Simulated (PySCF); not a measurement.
**Electron correlation in Se (selenium, neutral)**

[Ar] 3d10 4s2 4p4, high-spin 3P determinant. All numbers are calculated (PySCF 2.14, a scalar-relativistic core potential, in cc-pVTZ-PP with ECP10MDF (5s4p3d1f, 39 functions)). Frozen: 3s2 3p6 3d10; 6 electrons correlated.

MP2 pair energies summed by pair of shells (mhartree):

```csv
pair,energy,share (%)
4s-4p,-46.55,46.5
4p-4p,-44.84,44.8
4s-4s,-8.73,8.7
```

Total MP2 correlation energy: -100.12 mhartree.

Same-spin part -22.91 and opposite-spin part -77.21 mhartree; SCS-MP2 scales them by 1/3 and 6/5 to -100.29 mhartree.

| level | correlation energy (mhartree) |
| --- | --- |
| CCSD | -118.93 |
| (T) | -3.57 |
| CCSD(T) | -122.50 |

Diagnostics: T1 = 0.0080, D1 = 0.0248, largest double amplitude 0.054.

Cost of the coupled-cluster step: 0.4 s of wall time on 1 thread of AMD EPYC 7R43 64-Core Processor (shared host), for 6 correlated electrons.

Iterations:

```
CC2 = 0
CCSD nocc = (np.int64(4), np.int64(2)), nmo = (30, 30)
frozen orbitals [[0, 1, 2, 3, 4, 5, 6, 7, 8], [0, 1, 2, 3, 4, 5, 6, 7, 8]]
max_cycle = 100
direct = 0
conv_tol = 1e-08
conv_tol_normt = 1e-06
diis_space = 8
diis_start_cycle = 0
Init t2, MP2 energy = -0.100122788749879
Init E_corr(UCCSD) = -0.100122788759051
cycle = 1  E_corr(UCCSD) = -0.114629546561897  dE = -0.0145067578  norm(t1,t2) = 0.0408703
cycle = 2  E_corr(UCCSD) = -0.1176678864842  dE = -0.00303833992  norm(t1,t2) = 0.012719
cycle = 3  E_corr(UCCSD) = -0.118971030508803  dE = -0.00130314402  norm(t1,t2) = 0.00494516
cycle = 4  E_corr(UCCSD) = -0.118929392139981  dE = 4.16383688e-05  norm(t1,t2) = 0.000668353
cycle = 5  E_corr(UCCSD) = -0.118930478779048  dE = -1.08663907e-06  norm(t1,t2) = 0.000140956
cycle = 6  E_corr(UCCSD) = -0.11893062425166  dE = -1.45472612e-07  norm(t1,t2) = 3.78647e-05
cycle = 7  E_corr(UCCSD) = -0.118930846478928  dE = -2.22227268e-07  norm(t1,t2) = 8.22215e-06
cycle = 8  E_corr(UCCSD) = -0.11893074127671  dE = 1.05202218e-07  norm(t1,t2) = 1.74239e-06
cycle = 9  E_corr(UCCSD) = -0.118930744918122  dE = -3.64141238e-09  norm(t1,t2) = 3.53278e-07
UCCSD converged
E(UCCSD) = -371.9811268977318  E_corr = -0.1189307449181223
UCCSD(T) correction = -0.00357238908375733
```
